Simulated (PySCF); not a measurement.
# MoO₂Cl₂ → MoO₂ + Cl₂

Level: B3LYP in the def2-TZVP basis family, computed in PySCF with density fitting; scalar-relativistic core potentials for atoms from Rb on, none lighter, no spin–orbit coupling; open shells unrestricted.

| species | state and structure | E (Eh) | ZPE (kJ/mol) | H(298 K) − H(0) (kJ/mol) | S° (J/(mol K)) |
| --- | --- | --- | --- | --- | --- |
| MoO₂Cl₂ | singlet, C2v, Mo–Cl 2.261 Å (×2), Mo–O 1.677 Å (×2); Cl–Mo–Cl 111.5°, Cl–Mo–O 109.6° (×4), O–Mo–O 107.0° | -1139.40413 | 24.3 | 18.6 | 338.8 |
| MoO₂ | triplet, C2v, Mo–O 1.697 Å (×2); O–Mo–O 114.5° | -218.75371 | 13.6 | 11.2 | 276.4 |
| Cl₂ | singlet, D∞h, Cl–Cl 2.014 Å | -920.42200 | 3.2 | 9.2 | 223.0 |

(1) What is the electronic reaction energy?

(2) Add zero-point, thermal and entropy terms for 298.15 K and 1 bar.

Results:

(1) At B3LYP/def2-TZVP, ΔE = 599.7 kJ/mol from the differences of the total energies times 2625.5, uphill. 

(2) ΔZPE = -7.5 and Δ[H(298) − H(0)] = 1.8 kJ/mol give ΔH° = 594.0 kJ/mol. ΔS° = 160.6 J/(mol K), so ΔG° = 594.0 − 298.15 × (0.1606) = 546 kJ/mol.

Open d or f shells are single determinants, so the state found may not be the ground state. Only the bonding shown was studied: isomers, or loss of a ligand pair, can lie lower.
